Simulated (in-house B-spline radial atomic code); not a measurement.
Checks on a self-consistent run for Co, [Ar] 3d6 4s2 7s1. Method: Dirac-Hartree-Fock, average of configuration, Fermi nucleus of rms radius 3.7875 fm. Calculated with a radial B-spline atomic code at the basis-set limit.

| orbital | q | ε (Eh) | <1/r> | <r²> | small-component weight |
| --- | --- | --- | --- | --- | --- |
| 1s1/2 | 2 | -286.48693 | 27.0378 | 0.00424207 | 0.0094541 |
| 2s1/2 | 2 | -36.07921 | 5.8717 | 0.0761085 | 0.0017739 |
| 2p1/2 | 2 | -31.20674 | 5.7894 | 0.0607776 | 0.0017381 |
| 2p3/2 | 4 | -30.65379 | 5.68028 | 0.0623262 | 0.0017131 |
| 3s1/2 | 2 | -5.17949 | 1.8407 | 0.676477 | 0.00038306 |
| 3p1/2 | 2 | -3.61193 | 1.70729 | 0.75752 | 0.00033948 |
| 3p3/2 | 4 | -3.53795 | 1.68352 | 0.773878 | 0.00033388 |
| 3d3/2 | 2.4 | -1.18399 | 1.37284 | 1.13918 | 0.00023566 |
| 3d5/2 | 3.6 | -1.17586 | 1.36654 | 1.14956 | 0.00023405 |
| 4s1/2 | 2 | -0.57732 | 0.49452 | 7.64497 | 3.8412e-05 |
| 7s1/2 | 1 | -0.02650 | 0.0468348 | 904.17 | 9.0632e-07 |

Electron-electron repulsion V_ee = 521.4157 hartree.

**Question.** What total energy follows from the eigenvalues?

**Answer.** The eigenvalues count the repulsion twice, so E = Σqε - V_ee = -870.151 - 521.416 = -1391.567 hartree; the run printed -1391.567.

**Question.** Does the Dirac virial theorem hold?

**Answer.** For a point nucleus E = -2c²Σq·w, with w the small-component weight. Here Σq·w = 0.037051 and c = 137.0360, so the ratio E/(-2c²Σq·w) is 1.000007; the finite nucleus accounts for the departure from 1.

**Question.** What diamagnetic shielding (Lamb formula) and susceptibility (Langevin formula) do the radii give?

**Answer.** σ = (α²/3)Σq<1/r> = 123.199/(3·137.036²) = 2186.8 ppm, and χ = -0.79199×10⁻⁶·Σq<r²> = -738.8×10⁻⁶ cm³/mol with Σq<r²> = 932.83 bohr². Both are non-relativistic formulas without the paramagnetism of open shells.
